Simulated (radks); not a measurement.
Results of a calculation; reference values are marked as such.
Q: The mean radii <r> (bohr) of the occupied orbitals of an atom or ion are listed with their occupations. Level of theory: scalar-relativistic Kohn-Sham, BLYP, spin-polarised, spherical densities, finite nucleus; Fermi nuclear charge, rms radius of each element as measured or else 0.836 A^(1/3) + 0.57 fm (a radial shooting solver on a logarithmic mesh with Libxc functionals).

| orbital | occ. | <r> |
|---|---|---|
| 1s | 2 | 0.01687 |
| 2s | 2 | 0.07113 |
| 2p | 6 | 0.06424 |
| 3s | 2 | 0.1839 |
| 3p | 6 | 0.1851 |
| 3d | 10 | 0.1677 |
| 4s | 2 | 0.4071 |
| 4p | 6 | 0.4336 |
| 4d | 10 | 0.4584 |
| 5s | 2 | 0.9270 |
| 4f | 14 | 0.4988 |
| 5p | 6 | 1.073 |
| 5d | 10 | 1.581 |

Name the element and its charge. Open shells, if any, are filled with parallel spins first.

A: Z = 79, gold, charge +1: Au+ in [Xe] 4f14 5d10. The 1s radius gives Z: for a bare nucleus <r> = (2 gamma + 1)/(2Z) with gamma = sqrt(1 - (Z/c)^2), 0.01667 bohr for Z = 79, and screening makes it slightly larger (0.01687 here). The occupations add up to 78, and the charge is Z minus that.
